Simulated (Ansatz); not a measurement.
Reaction (formal exchange of groups at a B–Ga bond): `[BH2][GaH2]` + `C/N=C/[SeH]` → `BC/N=C/[SeH]` + `[GaH3]`

Program: Ansatz. Geometries: PBE0-D4/def2-TZVP. ΔE: electronic, gas phase. CBS: MP2 limit from def2 TZ/QZ plus the TZ coupled-cluster correction, frozen cores. Double bonds are as drawn, so ΔE can hold a change between cis and trans. DFT in def2-TZVPP. For Ga, Se outer-core shells are correlated without core-valence functions, which leaves a few kJ/mol of doubt a bond. Scalar relativity is left out up to krypton. One conformer a species, not always the lowest.

`[BH2][GaH2]`:

Cartesian coordinates in Å:
```
B -0.461 -0.329 0.942
Ga 0.406 0.290 -0.826
H -0.401 -1.466 1.318
H -1.058 0.424 1.659
H 1.889 0.817 -0.898
H -0.374 0.264 -2.195
```

`C/N=C/[SeH]`:

Cartesian coordinates in Å:
```
C 1.024 -0.898 -0.664
N 0.273 0.330 -0.650
C -0.528 0.524 0.292
Se -1.547 2.127 0.365
H 0.802 -1.559 0.186
H 0.816 -1.436 -1.593
H 2.092 -0.666 -0.663
H -0.704 -0.179 1.117
H -2.229 1.757 1.611
```

`BC/N=C/[SeH]`:

```xyz
11

B     1.924    0.854    0.219
C     0.861   -0.251    0.473
N    -0.070   -0.495   -0.596
C    -1.293   -0.347   -0.371
Se   -2.559   -0.607   -1.764
H     2.047    1.380   -0.845
H     2.658    1.141    1.121
H     1.491   -1.152    0.604
H     0.376   -0.112    1.456
H    -1.719   -0.062    0.600
H    -3.716   -0.348   -0.898
```

`[GaH3]`:

Z-matrix (Å, degrees):
```
Ga
H 1 1.568
H 1 1.568 2 120.0
H 1 1.568 2 120.0 3 -179.9
```

```csv
level,ΔE (kJ/mol)
PBE-D4,-10.2
r2SCAN-D4,-12.9
ωB97X-V,-15.8
PBE,-8.6
```

**Question.** What does CCSD(T)/CBS give? (Estimate.)

**Answer.** The calculation gave: -9.7 kJ/mol. The listed levels differ from it by -0.5, -3.2, -6.1, 1.1 kJ/mol.

Largest T1 diagnostic among the species: 0.014.
